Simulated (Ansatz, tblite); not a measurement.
Removing and adding an electron: `Sc1ccc(-c2ccc(-c3ccc(-c4ccc(S)o4)o3)o2)o1`. Total charge 0; singlet. Geometry: PBE-D4/def2-SVP. Ansatz, gas phase; energy differences of separate SCF runs; the oxidised species was run as a doublet alone; the reduced species was run as a doublet alone.

```xyz
32

S    -3.200    0.554   -7.237
C    -2.955   -0.051   -5.615
C    -3.431   -1.188   -4.987
C    -2.790   -1.253   -3.715
C    -1.963   -0.140   -3.644
C    -1.091    0.364   -2.623
C    -0.270    1.482   -2.547
C     0.352    1.437   -1.269
C    -0.125    0.293   -0.641
C     0.125   -0.294    0.641
C    -0.352   -1.438    1.269
C     0.270   -1.482    2.548
C     1.090   -0.364    2.623
C     1.963    0.140    3.644
C     2.790    1.253    3.714
C     3.432    1.188    4.986
C     2.955    0.052    5.615
S     3.201   -0.553    7.237
O     2.047   -0.585    4.801
O     1.004    0.360    1.464
O    -1.004   -0.360   -1.464
O    -2.047    0.586   -4.800
H    -3.788    1.743   -6.896
H    -4.169   -1.882   -5.403
H    -2.918   -2.007   -2.932
H    -0.144    2.235   -3.331
H     1.066    2.149   -0.843
H    -1.067   -2.149    0.844
H     0.143   -2.235    3.332
H     2.918    2.007    2.931
H     4.169    1.882    5.402
H     3.789   -1.742    6.896
```

The xTB rows come from tblite. Single mean-field runs in def2-TZVP are fitted with def2-universal-jkfit.

```csv
level,−HOMO (eV),vertical IE (eV),−LUMO (eV),vertical EA (eV),HOMO–LUMO gap (eV),IE − EA (eV),remarks
GFN1-xTB,10.35,12.13,8.26,6.39,2.09,5.73,–
GFN2-xTB,9.94,11.64,7.82,6.03,2.12,5.61,–
PBE-D4/def2-TZVP,4.54,6.25,2.53,0.91,2.01,5.34,HOMO above zero (-1 doublet)
PBE0-D4/def2-TZVP,5.28,6.45,1.89,0.80,3.40,5.65,HOMO above zero (-1 doublet)
```

   A HOMO above zero means that the electron is unbound at that level or that self-interaction error raises the level; the energy of removing that electron tells which. Raw xTB energy differences between charge states are shifted by several eV; the methods need an empirical correction for them. Sets without diffuse functions give affinities that are too small.
